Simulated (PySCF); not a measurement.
**Computed properties of 1-bromo-1,2,2-trichloroethene (C₂BrCl₃), SMILES ClC(Cl)=C(Cl)Br**

1-bromo-1,2,2-trichloroethene (C₂BrCl₃), SMILES ClC(Cl)=C(Cl)Br. Coordinates come from a B3LYP-D3(BJ)/def2-SVP optimisation. One conformer was computed; it need not be the lowest. All values are computed for the isolated molecule unless a solvent is named; none is compared with measurement here.

**Structure.** The optimised structure has Cs symmetry. All 12 harmonic modes at B3LYP-D3(BJ)/def2-SVP (PySCF) are real, so it is a minimum. With heavy atoms numbered as in [Cl:1][C:2]([Cl:3])=[C:4]([Cl:5])[Br:6], the shortest bond between them is C2–C4 at 1.351 Å and the longest C4–Br6 at 1.888 Å.

**Vibrations.** The strongest infrared lines (harmonic, unscaled, degenerate partners summed) lie at 873 cm⁻¹ (173 km/mol, C 81 %, Cl 18 %), 743 cm⁻¹ (72 km/mol, C 76 %, Cl 21 %), 965 cm⁻¹ (7 km/mol, C 93 %). The softest mode is at 87 cm⁻¹ and the zero-point energy is 9.2 kcal/mol.

**Electronic structure.** M06-2X/def2-TZVP (PySCF) places the frontier levels at -8.47 and -0.31 eV, a gap of 8.16 eV, and gives a dipole moment of 0.16 D and a mean polarisability of 80.4 bohr³. PBE/def2-TZVP (PySCF) at the same geometry gives -6.15 and -2.03 eV, so its gap is 4.04 eV narrower. An orbital gap is neither the optical nor the fundamental gap.

**Excitations.** TDDFT-PBE0/def2-SVPD (PySCF) has S1 at 4.73 eV (262 nm, f = 0.000, dark); the most intense of the 10 singlets computed lies at 5.73 eV (f = 0.34). T1 (TDA) is at 3.49 eV. TDDFT-PBE/def2-SVPD (PySCF) puts S1 at 4.24 eV. No vertical singlet excitation falls in the visible range (under 3.1 eV).

**NMR.** GIAO shifts at KT2/pcSseg-1 (PySCF) (non-relativistic, atoms alike by connectivity averaged): ¹³C from 131.6 to 134.2 ppm against TMS. Without spin–orbit terms, shifts of atoms bonded to Cl or Br come out too high.
